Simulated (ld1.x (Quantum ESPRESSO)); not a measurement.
## beryllium, PAW: configuration errors across variants

ld1.x (Quantum ESPRESSO) 7.5 input, shortened:

```
&input
   title='Be', zed=4., rel=0, dft='PW91', iswitch=3,
   config='[He] 2s1.5 2p0'
 /
 &inputp
   pseudotype=3, lpaw=.true., tm=.true., lloc=-1, rcloc=3.85,
   nlcc=.true., rcore=1.90,
   which_augfun='PSQ', rmatch_augfun_nc=.true.
 /
4
2S  1  0   1.50   0.00  1.90  2.20  0.0
2S  1  0   0.00   0.25  1.90  2.20  0.0
2P  2  1   0.00   0.00  4.30  4.50  0.0
2P  2  1   0.00   0.05  4.30  4.50  0.0
 &test
   configts(1)='2s1.5 2p0'
 /
```

All-electron excitation energies from the reference (eV): (1) 2s2 2p0 -3.775; (2) 2s1 2p0 5.803; (3) 2s1 2p1 -0.163; (4) 2s0 2p1 9.716; (5) 2s0 2p2 3.481.

The overlap operator is not positive definite (basis up to 400 Ry) in “local potential all-electron potential smoothed inside 1.92 bohr (lloc = -1)”, “local potential all-electron potential smoothed inside 2.42 bohr (lloc = -1)”, “local potential all-electron potential smoothed inside 2.78 bohr (lloc = -1)”. Such files are unfit for use, however small their errors in these radial tests.

Tests that are not counted but printed errors over 1 eV. “local potential all-electron potential smoothed inside 1.92 bohr (lloc = -1)”: 2s1 2p1 (solver errors, printed error -15.8 eV); 2s0 2p2 (solver errors, printed error -15.5 eV).

Errors AE − PS in meV (a dash: test not solved or not reliable):

| change | (1) | (2) | (3) | (4) | (5) | bound ghosts |
| --- | --- | --- | --- | --- | --- | --- |
| base | -0.3 | -0.8 | +0.6 | -13 | -0.2 | none |
| local potential all-electron potential smoothed inside 1.92 bohr (lloc = -1) | -0.2 | -0.6 | – | -238 | – | not determined (overlap not positive) |
| local potential all-electron potential smoothed inside 2.42 bohr (lloc = -1) | -0.2 | -0.7 | +24 | -0.5 | +32 | not determined (overlap not positive) |
| local potential all-electron potential smoothed inside 2.78 bohr (lloc = -1) | -0.2 | -0.6 | +4.1 | -12 | +5.5 | not determined (overlap not positive) |
| local potential all-electron potential smoothed inside 3.20 bohr (lloc = -1) | -0.2 | -0.7 | +1.5 | -13 | +1.6 | none |
| local potential all-electron potential smoothed inside 3.86 bohr (lloc = -1) | -0.3 | -0.8 | +0.6 | -13 | -0.2 | none |
| local potential all-electron potential smoothed inside 4.12 bohr (lloc = -1) | -0.3 | -1.1 | +0.6 | -7.7 | -1.8 | none |
| local potential all-electron potential smoothed inside 5.26 bohr (lloc = -1) | -0.6 | -2.1 | +0.1 | -10 | -2.3 | none |

Problem. Give the same row for: local potential all-electron potential smoothed inside 4.80 bohr (lloc = -1).

Solution. -0.4, -1.6, +0.3, -9.0, -2.1; bound ghosts: none.
